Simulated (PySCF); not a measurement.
**Removing an electron from `BrCCBr`**

Compound: C₂H₄Br₂.
Geometry (PBE0-D3(BJ)/def2-TZVP, Å), atoms numbered from 1 in this order:
```
atom  x, y, z in Å
Br1    1.2606    1.9128    0.2106
C2     0.6362    0.0761    0.3866
C3    -0.6301   -0.0875   -0.4010
Br4   -1.2501   -1.9254   -0.2204
H5     0.4842   -0.0985    1.4486
H6     1.4356   -0.5597    0.0149
H7    -1.4296    0.5482   -0.0300
H8    -0.4790    0.0858   -1.4634
```

Level: wB97X-D/aug-cc-pVTZ (PySCF). Frontier orbitals with their largest atomic shares (Löwdin; up to four atoms above 4 %):

```json
{"orbital": "HOMO−3", "ε (eV)": "-10.33", "main atoms": "Br4 41 %, Br1 41 %, C3 8 %, C2 8 %"}
{"orbital": "HOMO−2", "ε (eV)": "-10.24", "main atoms": "Br4 38 %, Br1 36 %, C3 10 %, C2 10 %"}
{"orbital": "HOMO−1", "ε (eV)": "-10.09", "main atoms": "?"}
{"orbital": "HOMO", "ε (eV)": "-10.07", "main atoms": "?"}
{"orbital": "LUMO", "ε (eV)": "0.84", "main atoms": "Br4 29 %, Br1 22 %, C3 14 %, C2 12 %"}
{"orbital": "LUMO+1", "ε (eV)": "0.84", "main atoms": "H6 19 %, H5 19 %, H8 16 %, H7 16 %"}
{"orbital": "LUMO+2", "ε (eV)": "1.18", "main atoms": "H5 17 %, H6 17 %, H8 17 %, H7 17 %"}
```

**Question.** What vertical ionisation energy does ΔSCF give, and how far is −ε(HOMO) from it?

**Answer.** ΔSCF: 10.49 eV (1012 kJ/mol; threshold wavelength 118 nm); ⟨S²⟩ of the doublet left behind is 0.761, against 0.75 for a pure doublet. −ε(HOMO) is 10.07 eV, 0.42 eV below it. In exact Kohn–Sham theory the two would be equal; wB97X-D (range-separated hybrid) falls short of its own ΔSCF value by 4 %.

**Question.** On which atoms does the HOMO lie?

**Answer.** HOMO: Br1 42 %, Br4 41 %, C2 7 %, C3 7 %; HOMO−1: Br1 40 %, Br4 39 %, C2 9 %, C3 9 %. These 2 orbitals lie within 0.02 eV of one another. The HOMO−2 lies 0.17 eV lower.

**Question.** With α = 72.4 au, estimate the like-pair dispersion coefficient by London's formula C6 = (3/4)α²I.

**Answer.** I = 0.3855 Eh, so C6 ≈ 1510 au, a rough estimate.

**Question.** What total energies stand behind the ΔSCF value?

**Answer.** E(N) = -5227.15232 Eh and E(N − 1) = -5226.76683 Eh at the same geometry, 0.38549 Eh apart.

**Question.** What kinetic energy would electrons from this vertical process carry with He I light (21.218 eV)?

**Answer.** 21.22 − 10.49 = 10.73 eV.

**Question.** Shift the occupied levels rigidly so that −ε(HOMO) equals the ΔSCF value. What binding energies result?

**Answer.** The shift is +0.42 eV: HOMO 10.49, HOMO−1 10.51, HOMO−2 10.66, HOMO−3 10.75 eV. A rigid shift is only a rough guide to the deeper ionisations.

One conformer (not necessarily the lowest) at the PBE0-D3(BJ)/def2-TZVP geometry, without solvent, vibrations or thermal averaging. The calculation is non-relativistic, for bromine too.

The pairwise dispersion term of wB97X-D wasn't added to the energies; at a given geometry it leaves orbitals and properties as they are.
